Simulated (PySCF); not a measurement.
## Two-component Hartree-Fock for Al(7+) (aluminium, charge +7)

Start: [He] 2s2 2p2; 2p1/2 filled at m_j = -1/2, +1/2. Calculated with PySCF 2.14 in an uncontracted even-tempered set (18 s from 0.78 bohr⁻², ratio 2.4; 11 p from 1 bohr⁻², ratio 2.4; 5 d from 4.7 bohr⁻², ratio 2.6; 5 f from 7.1 bohr⁻², ratio 2.6): generalised Hartree-Fock with the X2C-1e Hamiltonian and a Gaussian nucleus; one run each with spin-orbit coupling (SO) switched off, then screened by Boettger's factors.

```
spinor shell  electrons  ε, spin-free (eV)  ε, screened SO (eV)  weight of nominal j (screened SO)  rms radius, screened SO (bohr)
       1s1/2          2            -1833.0              -1833.0                              1.000                           0.138
       2s1/2          2            -309.89              -309.88                              1.000                           0.598
       2p1/2          2            -285.96              -286.05                              0.528                           0.540
```

```csv
quantity,spin-free,screened SO
E (hartree),-214.66301,-214.67112
M_J,0,0
⟨J²⟩,2.001,1.881
⟨L²⟩,2.000,1.998
⟨S²⟩,2.001,1.998
```

The determinant has a definite M_J but mixes levels of different J.

Each row is a mean over spinors that exchange with the open shell spreads, by up to 18.749 eV (2s1/2).

Rows whose weight is well below 1 are mixtures of j = l ± 1/2: exchange outweighs spin-orbit coupling there, and the label is only the starting occupation.

Without spin-orbit coupling the j labels of p, d and f shells carry no meaning; the spin-free column gives the mean over the occupied spinors of each nl shell.
